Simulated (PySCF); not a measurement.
**A small calculation by hand: dipole moment from atomic charges**

BiH3O3, SMILES [OH][Bi]([OH])[OH]. Atoms are numbered in the order given.

```xyz
7

Bi     0.0000     0.0000     0.2940
O      0.0443     1.7728    -0.8268
H      0.7128     1.6419    -1.5199
O      1.5132    -0.9247    -0.8268
H      1.0655    -1.4383    -1.5199
O     -1.5574    -0.8481    -0.8268
H     -1.7783    -0.2036    -1.5199
```

Coordinates come from a r2SCAN-D4/def2-SVP optimisation. The def2 effective core potentials stand for the cores of Bi; spin–orbit coupling is left out. The values are those of a single conformer.

Charges (e) from M06-2X/def2-TZVP in PySCF:

```
atom  ESP fit  Mulliken
----  -------  --------
Bi1     1.029     1.260
O2     -0.728    -0.749
H3      0.386     0.329
O4     -0.734    -0.749
H5      0.392     0.329
O6     -0.735    -0.749
H7      0.391     0.329
```

The dipole moment of the full density is 1.61 D.

### Question
What dipole moment does each set of point charges give, and which comes closer to that of the density?

### Answer

μ = Σ q r, and 1 e Å = 4.8032 D.
ESP fit: Σ q r = (-0.001, 0.002, 0.342) e Å, |μ| = 1.64 D.
Mulliken: Σ q r = (0.000, 0.000, 0.728) e Å, |μ| = 3.50 D.
ESP fit comes closer in size. Point charges leave out the atoms' own dipoles (lone pairs, polarised bonds); fits to the potential absorb them, partitions of the density don't.
